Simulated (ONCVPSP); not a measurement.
## LDA (Perdew-Zunger) ONCV dataset for erbium (Er), fully relativistic all-electron reference.

ONCVPSP 4.0.1 input, shortened (lines: element, Z, core and valence counts, functional; n l f; lmax; l rc ep ncon nbas qcut; lloc lpopt rc5 dvloc0; l nproj debl; icmod fcfact rcfact), LDA (Perdew-Zunger), fully relativistic:

```
  Er 68.00    9    4        3      upf
    1    0    2.00
    2    0    2.00
    2    1    6.00
    3    0    2.00
    3    1    6.00
    3    2   10.00
    4    0    2.00
    4    1    6.00
    4    2   10.00
    4    3   12.00
    5    0    2.00
    5    1    6.00
    6    0    2.00
    3
    0    1.65    0.00    4    7    7.20
    1    1.55    0.00    3    6    6.00
    2    1.80    0.21    4    8    5.30
    3    1.25    0.00    5    9   16.30
    4    2    1.15    0.00
    0    2    0.60
    1    2    1.20
    2    2    0.60
    3    2    2.20
    0    0.00    0.00
```

Open shells are filled in proportion to 2j + 1.

In the d channel the program set the typed energies aside and used 0.050, 0.650 Ha (j = l + 1/2; the other j can differ).

* Cutoffs needed: 107 Ha and 126 Ha (the cutoffs (Ha) at which the residual kinetic energy of the hardest occupied pseudo-wave falls to 1 and 0.1 mHa per electron)
* Ghost test: no bound ghost flagged; GHOST(+) flagged for s at 236.3 eV
* Configuration tests: tests left out (the all-electron energies of this program are off by 10 to 40 meV for near-neutral 4f atoms)
